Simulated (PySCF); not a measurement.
Species: C4H6FNO.
SMILES: `C(/F)=C\NC(C)=O`

Torsions of this conformer, `[CH3:1][C:2](=[O:3])[NH:4]/[CH:5]=[CH:6]/[F:7]`: C1–C2–N4–C5 180°, C2–N4–C5–C6 180°.

The closed-shell ground state was solved at several levels (PySCF, density fitting, gas phase, non-relativistic). Isolated species at its GFN2-xTB geometry (one conformer only).

```json
{"level": "B3LYP/def2-SVPD", "basis functions": "194", "total energy (Eh)": "-385.5864", "HOMO (eV)": "-6.51", "LUMO (eV)": "-0.62", "gap (eV)": "5.89", "dipole (D)": "4.50"}
{"level": "PBE0/def2-SVPD", "basis functions": "194", "total energy (Eh)": "-385.1622", "HOMO (eV)": "-6.70", "LUMO (eV)": "-0.37", "gap (eV)": "6.33", "dipole (D)": "4.50"}
```

Estimate the row for PBE0/pcSseg-1, a basis of 149 functions; the other rows only guide the guess.

Total energy -385.3821 Eh, HOMO -6.59 eV, LUMO -0.17 eV, gap 6.42 eV, dipole 4.51 D.

Over all these levels, which gives the widest orbital gap and which the narrowest?

PBE0/pcSseg-1 (global hybrid, 25 % exact exchange) has the widest, 6.42 eV, and B3LYP/def2-SVPD (global hybrid, 20 % exact exchange) the narrowest, 5.89 eV. Functional and basis both differ between the two, so the spread mixes both effects.

How far do the dipole and the HOMO energy spread over the levels?

The dipole runs from 4.50 to 4.51 D (mean 4.50 D) and the HOMO from -6.70 to -6.51 eV.
